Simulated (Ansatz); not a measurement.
Start from `O[SiH2]C[SiH](O)Cl` and change one atom or group to get `O[SiH2]C[SiH](O)O`.

Ansatz, PBE0-D4/def2-TZVP geometries, multiplicity 1. Each molecule was computed in one conformer, which needn't be the lowest.

```tsv
property	`O[SiH2]C[SiH](O)Cl`
HOMO–LUMO gap (PBE0/def2-TZVPP) / eV	8.33
size of the dipole moment (B3LYP/def2-TZVPP) / D	3.11
HOMO–LUMO gap (PBE/def2-TZVPP) / eV	6.13
HOMO–LUMO gap (B3LYP/def2-TZVPP) / eV	7.83
size of the dipole moment (PBE/def2-TZVPP) / D	3.00
HOMO energy (B3LYP/def2-TZVPP) / eV	-8.24
```

Give the same properties after the change, and the shifts. (Best estimate.)

The calculation gave: 
| property | `O[SiH2]C[SiH](O)O` | shift |
| --- | --- | --- |
| HOMO–LUMO gap (PBE0/def2-TZVPP) / eV | 8.44 | 0.11 |
| size of the dipole moment (B3LYP/def2-TZVPP) / D | 1.66 | -1.45 |
| HOMO–LUMO gap (PBE/def2-TZVPP) / eV | 6.19 | 0.06 |
| HOMO–LUMO gap (B3LYP/def2-TZVPP) / eV | 7.95 | 0.12 |
| size of the dipole moment (PBE/def2-TZVPP) / D | 1.60 | -1.40 |
| HOMO energy (B3LYP/def2-TZVPP) / eV | -8.15 | 0.09 |

With PBE0 the HOMO rises by 0.12 eV and the LUMO rises by 0.23 eV, so the gap widens by about 0.11 eV. PBE moves the HOMO by 0.16 eV and ωB97M-V by 0.10 eV. Dipoles are sizes alone; their direction can turn.

B3LYP here is the variant with VWN-RPA as its local correlation; programs differ in this.
